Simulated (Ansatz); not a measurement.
`O[SiH2][GaH][Br]` and `O[SiH2][GaH][SiH3]` differ in one atom or group.

Ansatz, PBE0-D4/def2-TZVP geometries, multiplicity 1. Each molecule was computed in one conformer, which needn't be the lowest.

Scalar relativity is left out up to krypton. Spin–orbit coupling is left out; it splits and shifts lone-pair levels of the heavy atoms by tenths of an eV.

```csv
property,`O[SiH2][GaH][Br]`
HOMO–LUMO gap (PBE/def2-TZVPP) / eV,3.58
HOMO–LUMO gap (B3LYP/def2-TZVPP) / eV,5.02
LUMO energy (B3LYP/def2-TZVPP) / eV,-2.31
LUMO energy (PBE/def2-TZVPP) / eV,-2.83
HOMO energy (ωB97M-V/def2-TZVPP) / eV,-9.60
HOMO–LUMO gap (PBE0/def2-TZVPP) / eV,5.46
```

(1) What does the change do to each property? (Best estimate.)

Answers

(1) Ansatz gave: 
| property | `O[SiH2][GaH][SiH3]` | shift |
| --- | --- | --- |
| HOMO–LUMO gap (PBE/def2-TZVPP) / eV | 2.80 | -0.78 |
| HOMO–LUMO gap (B3LYP/def2-TZVPP) / eV | 4.18 | -0.84 |
| LUMO energy (B3LYP/def2-TZVPP) / eV | -2.68 | -0.37 |
| LUMO energy (PBE/def2-TZVPP) / eV | -3.21 | -0.38 |
| HOMO energy (ωB97M-V/def2-TZVPP) / eV | -9.00 | 0.60 |
| HOMO–LUMO gap (PBE0/def2-TZVPP) / eV | 4.60 | -0.86 |

With PBE0 the HOMO rises by 0.50 eV and the LUMO falls by 0.37 eV, so the gap narrows by about 0.87 eV. PBE moves the HOMO by 0.40 eV and ωB97M-V by 0.60 eV.

B3LYP here is the variant with VWN-RPA as its local correlation; programs differ in this.
